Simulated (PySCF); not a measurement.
## Dipole response of Ne³⁺ (neon, charge +3)

[He] 2s2 2p3, high-spin 4S determinant. All numbers are calculated (PySCF 2.14, the non-relativistic Hamiltonian (point nucleus), in dyall-acv3z). Coupled (time-dependent) response in atomic units; α is the mean over directions.

| method | mean α (bohr³) | C₆ (like pair) | S(−4) |
| --- | --- | --- | --- |
| UHF | 0.7145 | 0.6112 | 0.6283 |
| PBE | 0.6918 | 0.6122 | 0.5107 |
| PBE0 | 0.6923 | 0.6076 | 0.5252 |
| MN15 | 0.6930 | 0.5924 | 0.5847 |
| wB97X | 0.6956 | 0.6130 | 0.5240 |

S(−4) is the Cauchy moment in α(ω) = α(0) + S(−4) ω² + …

α(iu) at MN15:

```tsv
u (hartree)	α(iu) (bohr³)
0	0.6930
0.0500	0.6915
0.100	0.6872
0.200	0.6710
0.300	0.6467
0.500	0.5866
0.750	0.5121
1.00	0.4499
1.50	0.3585
2.00	0.2937
3.00	0.2054
5.00	0.1125
```

A single London oscillator, α(iu) = α/(1 + u²/ω²), gives C₆ = (3/4) ω α². Matching the computed C₆ needs ω = 4 × 0.5924 / (3 × 0.6930²) = 1.64 hartree.

For an ion, C₆ is the dispersion term alone; charge-induced terms of lower order in 1/R come first.
